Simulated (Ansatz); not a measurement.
Reaction (ligand exchange at the Si–Se bond): `N[SiH](F)[SeH]` + `N[SiH](N)Cl` → `N[Si@H](F)N[Si@@H](N)Cl` + H₂Se

Calculated with Ansatz (gas phase, PBE0-D4/def2-TZVP geometries, no zero-point term in ΔE). CBS: MP2 limit from def2 TZ/QZ plus the TZ coupled-cluster correction, frozen cores. DFT in def2-TZVPP. B3LYP here is the variant with VWN-RPA as its local correlation; programs differ in this. For Se outer-core shells are correlated without core-valence functions, which leaves a few kJ/mol of doubt a bond. Scalar relativity is left out up to krypton. Each species was taken in one conformer, which may not be the lowest.

Is it downhill or uphill in electronic energy at CCSD(T)/CBS, and by how much? (An estimate is asked.)

Computed: Downhill: ΔE = -15.0 kJ/mol.

What do these levels give: ωB97X-V, B3LYP, HF/def2-TZVPP, MP2/def2-TZVPP, MP2/def2-QZVPP, CCSD/CBS(def2)? (Best estimate.)

The calculation gave: ωB97X-V -16.6, B3LYP -12.1, HF/def2-TZVPP -21.5, MP2/def2-TZVPP -16.7, MP2/def2-QZVPP -13.6, CCSD/CBS(def2) -15.7 kJ/mol.

Largest T1 diagnostic among the species: 0.010.

The D4 term adds −6.5 kJ/mol with B3LYP and −4.3 kJ/mol with PBE0; it sums over pairs of atoms, weighted by their polarisabilities, and B3LYP, whose exchange is more repulsive, gets the larger term. From PBE to PBE0 (25 % exact exchange), in def2-TZVPP and without D4, ΔE moves by −3.7 kJ/mol.
